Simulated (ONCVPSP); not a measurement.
## u(r) = r·R(r): atom against pseudo-atom (boron (B))

Columns: radius, all-electron u(r) and pseudo u(r) of the 2p shell (level -5.68 eV) of boron in the configuration [He] 2s2 2p0.75; PBEsol, scalar-relativistic, ONCV scheme, ONCVPSP 4.0.1.

```csv
r (bohr),all-electron,pseudo
0.125,0.0421,0.0160
0.250,0.1284,0.0620
0.375,0.2253,0.1330
0.500,0.3179,0.2211
0.625,0.3999,0.3174
0.750,0.4693,0.4128
0.875,0.5268,0.4995
1.000,0.5724,0.5717
1.125,0.6064,0.6259
1.250,0.6296,0.6612
1.375,0.6435,0.6791
1.500,0.6492,0.6823
1.625,0.6481,0.6745
1.750,0.6414,0.6596
1.875,0.6300,0.6407
2.000,0.6149,0.6201
2.125,0.5970,0.5988
2.250,0.5769,0.5772
2.375,0.5551,0.5551
2.500,0.5323,0.5323
2.625,0.5087,0.5087
2.750,0.4849,0.4849
2.875,0.4610,0.4610
3.000,0.4373,0.4373
3.125,0.4141,0.4141
3.250,0.3915,0.3914
```

How many radial nodes do the two functions have?

The all-electron 2p function has n − l − 1 = 0; the pseudo-wave has 0.

At about which radius was the pseudo-wave matched?

2.50 bohr. The columns agree to 0.0005 from 2.25 bohr on; several derivatives are matched, so the curves merge somewhat inside the radius.

Is the pseudo-wave norm-conserving?

Yes: the ONCV scheme keeps the norm inside the radius equal to the all-electron one, which fixes the energy derivative of the logarithmic derivative at the level.
